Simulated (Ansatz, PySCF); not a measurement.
Reaction R1 + R2 → P1, each structure at its B3LYP-D3(BJ)/def2-TZVP stationary point, reached from a drawn start (curvature not checked).
P1: C6H10 (SMILES C1=CCCCC1), charge 0, multiplicity 1.
R1, C4H6 (SMILES C=CC=C) (charge 0, multiplicity 1):
```xyz
10

C      1.7095     0.2094    -0.6556
C      0.6931    -0.1829     0.1140
C     -0.6931     0.1829    -0.1140
C     -1.7095    -0.2094     0.6556
H      1.5503     0.8419    -1.5213
H      2.7280    -0.0886    -0.4469
H      0.8887    -0.8174     0.9741
H     -0.8887     0.8174    -0.9741
H     -2.7280     0.0886     0.4469
H     -1.5503    -0.8419     1.5213
```
R2: C2H4 (SMILES C=C), charge 0, multiplicity 1.

P less R. No zero-point or thermal terms. One arrangement of each flexible species, with no search for the lowest.

Correlated levels freeze the cores.

Programs: Ansatz (Gaussian orbitals); PySCF for the D3/D4 terms. All values are computed, each at the level named.

Question: Give the reaction energy at the level PBE/def2-TZVPP.

Answer: -42.9 kcal/mol

Question: Estimate the reaction energy that CCSD(T)/cc-pVTZ returns for this input.

Answer: -44.8 kcal/mol

Question: What reaction energy does B3LYP-D4/def2-TZVPP give?

Answer: -40.1 kcal/mol

Ansatz is a first-principles code.
